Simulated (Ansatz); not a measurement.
C3H7BS at its PBE0-D4/def2-TZVP geometry, where that method's forces vanish. Charge 0, multiplicity 1. The bonds changed during the relaxation, so this is another structure than the one it started from.

```xyz
12

B     1.7737    0.6319   -0.0025
C     0.6796    1.2353   -0.9347
S     0.3138   -0.5597   -0.7788
C    -0.8890   -0.5592    0.4984
C    -1.8353   -1.4820    0.5742
H     1.6389    0.6927    1.1856
H     2.8190    0.2976   -0.4801
H     0.8928    1.4489   -1.9787
H    -0.1555    1.8180   -0.5569
H    -0.7650    0.2223    1.2410
H    -1.9400   -2.2626   -0.1706
H    -2.5330   -1.4832    1.4030
```

Problem. What forces (eV/Å) does r2SCAN-D4/def2-TZVPP give on these atoms in Ansatz 0.2.0? (Estimate.)

Solution. The calculation gave: 
```
B1   0.101 -0.008  0.072
C2   0.033  0.205 -0.037
S3   0.018 -0.163 -0.080
C4   0.052  0.133  0.075
C5  -0.183 -0.181  0.016
H6   0.009 -0.005 -0.048
H7  -0.039  0.012  0.015
H8  -0.013 -0.005  0.009
H9  -0.006 -0.013 -0.015
H10  0.009  0.009 -0.010
H11  0.004  0.014  0.017
H12  0.016  0.002 -0.013
```
